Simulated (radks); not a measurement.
Values are calculated unless marked as measured or tabulated.
Coherent X-ray form factor from a spherical all-electron density. Level of theory: Dirac Kohn-Sham, PBEsol, spin-unpolarised, spherical densities, point nucleus (a radial shooting solver on a logarithmic mesh with Libxc functionals).

| sin(theta)/lambda (1/angstrom) | f0 (electrons) |
|---|---|
| 0.05 | 71.773 |
| 0.1 | 68.791 |
| 0.15 | 65.209 |
| 0.2 | 61.608 |
| 0.25 | 58.110 |
| 0.3 | 54.725 |
| 0.4 | 48.411 |
| 0.5 | 42.889 |
| 0.6 | 38.170 |
| 0.8 | 30.640 |
| 1 | 25.048 |
| 1.25 | 20.255 |
| 1.5 | 17.253 |
| 2 | 13.671 |

The species is in the configuration that NIST lists as its ground one. Which atom or ion scatters so?

Answer. Neutral tantalum, [Xe] 4f14 5d3 6s2. Extrapolating in s^2 from the first two rows gives f0(0) = 72.8, near the electron count 73; among species with that count, the fall with angle is slower the higher Z, and the table is that of Z = 73; from so few rows the species is fixed only to a neighbour or two.
